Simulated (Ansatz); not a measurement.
`C[Si](F)(S)Cl` + `C[O][Sn]([SH])([Cl])[Cl]` → `CO[Si](F)(S)Cl` + `[CH3][Sn]([SH])([Cl])[Cl]`  (redistribution)

Program: Ansatz. Geometries: PBE0-D4/def2-TZVP. ΔE: electronic, gas phase. CCSD(T)/CBS adds triple-zeta CCSD(T) − MP2 to the extrapolated MP2 energy (def2 sets, frozen cores). DFT in def2-TZVPP. B3LYP here is the variant with VWN-RPA as its local correlation; programs differ in this. Elements past krypton have def2 core potentials. For Sn outer-core shells are correlated without core-valence functions, which leaves a few kJ/mol of doubt a bond. One conformer a species, not always the lowest.

| level | ΔE (kcal/mol) |
| --- | --- |
| r2SCAN-D4 | -18.6 |
| ωB97X-V | -18.8 |
| r2SCAN | -18.5 |
| B3LYP | -19.0 |
| HF/def2-TZVPP | -22.2 |
| SCS-MP2/def2-QZVPP | -19.8 |
| HF/CBS(def2) | -22.1 |
| CCSD/CBS(def2) | -19.9 |

Task: What does CCSD(T)/CBS give? (An estimate is asked.)

Result: The calculation gave: -19.2 kcal/mol. The listed levels differ from it by 0.6, 0.4, 0.7, 0.2, -3.0, -0.6, -2.9, -0.7 kcal/mol.

Largest T1 diagnostic among the species: 0.013.

From PBE to PBE0 (25 % exact exchange), in def2-TZVPP and without D4, ΔE moves by −2.0 kcal/mol. In def2-TZVPP, CCSD(T) changes the Hartree–Fock value by +2.4 kcal/mol (the triples alone add +0.7 kcal/mol) and MP2 by +1.8 kcal/mol.
